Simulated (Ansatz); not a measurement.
Program: Ansatz 0.2.0.

C₂H₇BSe (`CBC[SeH]`) at its PBE0-D4/def2-TZVP geometry, where that method's forces vanish. The species carries charge 0 and has multiplicity 1.

```csv
atom,x (Å),y (Å),z (Å)
C1,0.1017,0.8537,-1.3229
B2,-0.1728,0.4792,0.1794
C3,-0.6469,-0.9385,0.5991
Se4,1.2979,-1.1812,0.9564
H5,0.2558,-0.0073,-1.9800
H6,-0.7843,1.3841,-1.6976
H7,0.9426,1.5395,-1.4476
H8,-0.1518,1.3249,1.0323
H9,-0.8991,-1.6680,-0.1689
H10,-1.1918,-1.1197,1.5202
H11,1.2486,-0.6666,2.3296
```

**Question.** For each bond, give half the difference of the two atoms' forces along it (eV/Å; positive pushes the atoms apart) under PBE-D4, r2SCAN-D4, B3LYP-D4, ωB97M-V in def2-TZVPP. (Estimate.)

**Answer.** The calculation gave: 
```
   bond  length (Å)  PBE-D4  r2SCAN-D4  B3LYP-D4  ωB97M-V
  C1–B2       1.572   -0.07      -0.01      0.06     0.10
  C1–H5       1.094    0.13       0.00     -0.02    -0.05
  C1–H6       1.099    0.14       0.00     -0.04    -0.06
  C1–H7       1.092    0.13      -0.01     -0.04    -0.06
  B2–C3       1.553    0.04       0.07      0.08     0.07
  B2–H8       1.201    0.05      -0.05     -0.17    -0.16
 C3–Se4       1.992    0.21       0.20      0.39     0.10
  C3–H9       1.089    0.11      -0.03     -0.09    -0.08
 C3–H10       1.086    0.08      -0.05     -0.09    -0.08
Se4–H11       1.467    0.27      -0.01      0.02    -0.12
```

B3LYP here is the variant with VWN-RPA as its local correlation; programs differ in this.
